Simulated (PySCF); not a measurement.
PySCF input for Cl2H2InN, SMILES [Cl][In]([Cl])[NH2], TDA-M06-2X/def2-SVPD. Geometry: PBE0-D3(BJ)/def2-SVP. The def2 effective core potentials stand for the cores of In; spin–orbit coupling is left out. Other conformers were not sampled.

```python
import numpy as np
from pyscf import gto, scf, dft, tdscf

mol = gto.M(
    atom='''
    In    0.01879250    0.24793753   -0.00000000
    Cl   -0.01482765   -0.98173806    1.98393715
    Cl   -0.01482765   -0.98173807   -1.98393714
    N    -0.12630375    2.25585830   -0.00000000
    H     0.23371697    2.71957366   -0.83058622
    H     0.23371697    2.71957367    0.83058619
    ''',
    basis='def2-SVPD',
    ecp={'In': 'def2-svp'},
    charge=0,
    spin=0,
    symmetry=True,
    max_memory=1600,
    verbose=4,
)
mf = dft.RKS(mol, xc='m06-2x').density_fit(auxbasis='def2-universal-jkfit')
mf.grids.level = 4
mf.conv_tol = 1e-9
mf.max_cycle = 100
mf.kernel()
mf.grids = dft.Grids(mol).set(level=2).build(with_non0tab=True)  # coarser grid for the response kernel
td = tdscf.TDA(mf)
td.singlet = True
td.nstates = 10
td.conv_tol = 1e-4
td.kernel(x0=td.get_init_guess(mf, 15))
td.analyze()
tt = tdscf.TDA(mf)
tt.singlet = False
tt.nstates = 4
tt.conv_tol = 1e-4
tt.kernel(x0=tt.get_init_guess(mf, 9))
tt.analyze(verbose=3)
```

Output:

```
PySCF version 2.14.0

[INPUT] verbose = 4
[INPUT] num. atoms = 6
[INPUT] num. electrons = 64
[INPUT] charge = 0
[INPUT] spin (= nelec alpha-beta = 2S) = 0
[INPUT] symmetry True subgroup None
[INPUT] Mole.unit = angstrom
[INPUT] Symbol           X                Y                Z      unit          X                Y                Z       unit  Magmom
[INPUT]  1 In     0.018792500000   0.247937530000   0.000000000000 AA    0.035512678196   0.468534027701   0.000000000000 Bohr   0.0
[INPUT]  2 Cl    -0.014827650000  -0.981738060000   1.983937150000 AA   -0.028020197571  -1.855216059462   3.749097861850 Bohr   0.0
[INPUT]  3 Cl    -0.014827650000  -0.981738070000  -1.983937140000 AA   -0.028020197571  -1.855216078359  -3.749097842953 Bohr   0.0
[INPUT]  4 N     -0.126303750000   2.255858300000   0.000000000000 AA   -0.238679496006   4.262954362827   0.000000000000 Bohr   0.0
[INPUT]  5 H      0.233716970000   2.719573660000  -0.830586220000 AA    0.441661063963   5.139249392981  -1.569580478638 Bohr   0.0
[INPUT]  6 H      0.233716970000   2.719573670000   0.830586190000 AA    0.441661063963   5.139249411878   1.569580421946 Bohr   0.0

nuclear repulsion = 296.786667379992
point group symmetry = Cs
symmetry origin: [1.84864512e-09 3.90269517e-09 2.87567016e-09]
symmetry axis x: [1.00000000e+00 5.13116040e-10 7.06307899e-11]
symmetry axis y: [ 5.13116040e-10 -1.00000000e+00  1.98116331e-09]
symmetry axis z: [-7.06307909e-11  1.98116333e-09  1.00000000e+00]
num. orbitals of irrep A' = 71
num. orbitals of irrep A" = 51
number of shells = 50
number of NR pGTOs = 207
number of NR cGTOs = 122
basis = def2-SVPD
ecp = {'In': 'def2-svp'}


[settings echo left out]
init E= -1144.71209574801
HOMO (A') = -0.661699959429497  LUMO (A') = -0.55480267360867  gap/eV = 2.90882
cycle= 1 E= -1165.43929287723  delta_E= -20.7  |g|= 1.76  |ddm|= 13.9
HOMO (A') = -0.230333502226413  LUMO (A') = -0.00501982200514563  gap/eV = 6.13110
cycle= 2 E= -1165.71637735533  delta_E= -0.277  |g|= 1.49  |ddm|= 7.81
HOMO (A') = -0.338961698363251  LUMO (A') = -0.0539509816008089  gap/eV = 7.75554
cycle= 3 E= -1166.16945989846  delta_E= -0.453  |g|= 0.0849  |ddm|= 1.98
HOMO (A') = -0.352938683970903  LUMO (A') = -0.0610359449920807  gap/eV = 7.94308
cycle= 4 E= -1166.1711073008  delta_E= -0.00165  |g|= 0.0455  |ddm|= 0.211
HOMO (A') = -0.350010975340493  LUMO (A') = -0.059320683262733  gap/eV = 7.91009
cycle= 5 E= -1166.17165737416  delta_E= -0.00055  |g|= 0.00958  |ddm|= 0.0711
HOMO (A') = -0.352253910780178  LUMO (A') = -0.0590242993273581  gap/eV = 7.97918
cycle= 6 E= -1166.17168400807  delta_E= -2.66e-05  |g|= 0.00624  |ddm|= 0.02
HOMO (A') = -0.351234031173174  LUMO (A') = -0.0588821636811241  gap/eV = 7.95530
cycle= 7 E= -1166.1716944783  delta_E= -1.05e-05  |g|= 0.00108  |ddm|= 0.00792
HOMO (A') = -0.351313494913572  LUMO (A') = -0.0589707350199796  gap/eV = 7.95505
cycle= 8 E= -1166.17169536851  delta_E= -8.9e-07  |g|= 0.000267  |ddm|= 0.0037
HOMO (A') = -0.351311628656982  LUMO (A') = -0.0589927780393775  gap/eV = 7.95440
cycle= 9 E= -1166.17169543794  delta_E= -6.94e-08  |g|= 6.82e-05  |ddm|= 0.00122
HOMO (A') = -0.351312170333805  LUMO (A') = -0.0589852025007688  gap/eV = 7.95462
cycle= 10 E= -1166.17169544165  delta_E= -3.71e-09  |g|= 2.04e-05  |ddm|= 0.000266
HOMO (A') = -0.351312374011836  LUMO (A') = -0.0589867833520136  gap/eV = 7.95458
cycle= 11 E= -1166.17169544187  delta_E= -2.23e-10  |g|= 5.8e-06  |ddm|= 5.92e-05
HOMO (A') = -0.351312093964587  LUMO (A') = -0.0589871557719674  gap/eV = 7.95457
Extra cycle  E= -1166.17169544188  delta_E= -9.32e-12  |g|= 3.81e-06  |ddm|= 1.5e-05
converged SCF energy = -1166.17169544188
tot grids = 59272


******** <class 'pyscf.tdscf.rks.TDA'> for <class 'pyscf.df.df_jk.DFSymAdaptedRKS'> ********
nstates = 10 singlet
deg_eia_thresh = 1.000e-03
wfnsym = None
conv_tol = 0.0001
eigh lindep = 1e-12
eigh level_shift = 0
eigh max_cycle = 100


Excitation energies (eV)
[4.99708871 5.84923334 5.89720156 5.95143213 6.21392229 6.42443487
 6.76764523 6.92193035 6.92713866 7.21067406]

** Singlet excitation energies and oscillator strengths **
Excited State   1:   A'      4.99709 eV    248.11 nm  f=0.0454
      32 -> 33        0.64704
      32 -> 34       -0.19769
      32 -> 37        0.10855
Excited State   2:   A"      5.84923 eV    211.97 nm  f=0.0318
      30 -> 33       -0.18629
      31 -> 33       -0.64666
      31 -> 35        0.13153
Excited State   3:   A"      5.89720 eV    210.24 nm  f=0.0048
      30 -> 33        0.64935
      30 -> 35       -0.14697
      31 -> 33       -0.17669
Excited State   4:   A'      5.95143 eV    208.33 nm  f=0.0138
      29 -> 33        0.61477
      29 -> 35       -0.13192
      32 -> 34       -0.29279
Excited State   5:   A'      6.21392 eV    199.53 nm  f=0.0731
      26 -> 33       -0.11916
      28 -> 33       -0.32207
      29 -> 33       -0.25077
      32 -> 33       -0.15616
      32 -> 34       -0.50584
Excited State   6:   A'      6.42443 eV    192.99 nm  f=0.0998
      28 -> 33        0.58306
      28 -> 35       -0.11976
      29 -> 33       -0.10790
      32 -> 33       -0.10643
      32 -> 34       -0.26442
Excited State   7:   A"      6.76765 eV    183.20 nm  f=0.0005
      31 -> 34       -0.69549
Excited State   8:   A"      6.92193 eV    179.12 nm  f=0.0078
      27 -> 33        0.39671
      30 -> 34       -0.56420
Excited State   9:   A'      6.92714 eV    178.98 nm  f=0.0187
      26 -> 33        0.18271
      29 -> 34       -0.66290
Excited State  10:   A'      7.21067 eV    171.95 nm  f=0.0177
      32 -> 35       -0.62547
      32 -> 37       -0.26631

** Transition electric dipole moments (AU) **
state          X           Y           Z        Dip. S.      Osc.
  1        -0.3197      0.5180      0.0000      0.3705      0.0454
  2         0.0000      0.0000     -0.4711      0.2219      0.0318
  3        -0.0000      0.0000     -0.1822      0.0332      0.0048
  4        -0.0044      0.3073     -0.0000      0.0945      0.0138
  5        -0.1175     -0.6829      0.0000      0.4802      0.0731
  6         0.7189     -0.3425      0.0000      0.6341      0.0998
  7         0.0000     -0.0000      0.0525      0.0028      0.0005
  8        -0.0000     -0.0000     -0.2139      0.0457      0.0078
  9        -0.1735      0.2831     -0.0000      0.1103      0.0187
 10         0.3067      0.0784     -0.0000      0.1002      0.0177

WARN: ECP detected. Skipping calculation of transition velocity and magnetic dipole moments, which have not yet been implemented.



******** <class 'pyscf.tdscf.rks.TDA'> for <class 'pyscf.df.df_jk.DFSymAdaptedRKS'> ********
nstates = 4 triplet
deg_eia_thresh = 1.000e-03
wfnsym = None
conv_tol = 0.0001
eigh lindep = 1e-12
eigh level_shift = 0
eigh max_cycle = 100


Excitation energies (eV)
[4.31594751 5.4393165  5.47623614 5.59875622]

** Triplet excitation energies and oscillator strengths **
Excited State   1:   A'      4.31595 eV    287.27 nm  f=0.0000
Excited State   2:   A'      5.43932 eV    227.94 nm  f=0.0000
Excited State   3:   A"      5.47624 eV    226.40 nm  f=0.0000
Excited State   4:   A"      5.59876 eV    221.45 nm  f=0.0000
```

The calculation finished and met its thresholds.

Cost: around 4 core-minutes (rough).
